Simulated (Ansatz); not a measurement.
Start from `FC([SiH3])[O][GaH][Br]` and change one atom or group to get `OC(F)[SiH3]`.

Ansatz, PBE0-D4/def2-TZVP geometries, multiplicity 1. Each molecule was computed in one conformer, which needn't be the lowest.

Scalar relativity is left out up to krypton.

```
                                        property  `FC([SiH3])[O][GaH][Br]`
  size of the dipole moment (PBE/def2-TZVPP) / D                      1.93
              HOMO energy (PBE0/def2-TZVPP) / eV                     -7.70
           HOMO energy (ωB97M-V/def2-TZVPP) / eV                    -10.00
           HOMO–LUMO gap (B3LYP/def2-TZVPP) / eV                      6.33
size of the dipole moment (B3LYP/def2-TZVPP) / D                      2.05
             LUMO energy (B3LYP/def2-TZVPP) / eV                     -1.15
```

Q: What does the change do to each property? (Estimate.)

A: Ansatz gave: 
```json
{"property": "size of the dipole moment (PBE/def2-TZVPP) / D", "`OC(F)[SiH3]`": "1.69", "shift": "-0.24"}
{"property": "HOMO energy (PBE0/def2-TZVPP) / eV", "`OC(F)[SiH3]`": "-8.50", "shift": "-0.80"}
{"property": "HOMO energy (ωB97M-V/def2-TZVPP) / eV", "`OC(F)[SiH3]`": "-10.82", "shift": "-0.82"}
{"property": "HOMO–LUMO gap (B3LYP/def2-TZVPP) / eV", "`OC(F)[SiH3]`": "8.47", "shift": "2.14"}
{"property": "size of the dipole moment (B3LYP/def2-TZVPP) / D", "`OC(F)[SiH3]`": "1.75", "shift": "-0.30"}
{"property": "LUMO energy (B3LYP/def2-TZVPP) / eV", "`OC(F)[SiH3]`": "0.17", "shift": "1.32"}
```

With PBE0 the HOMO falls by 0.80 eV and the LUMO rises by 1.38 eV, so the gap widens by about 2.18 eV. PBE moves the HOMO by -0.73 eV and ωB97M-V by -0.82 eV. The zero-point energy changes by 8.3 kJ/mol with -6 modes. Dipoles are sizes alone; their direction can turn.

B3LYP here is the variant with VWN-RPA as its local correlation; programs differ in this.

Spin–orbit coupling is left out; it splits and shifts lone-pair levels of the heavy atoms by tenths of an eV.
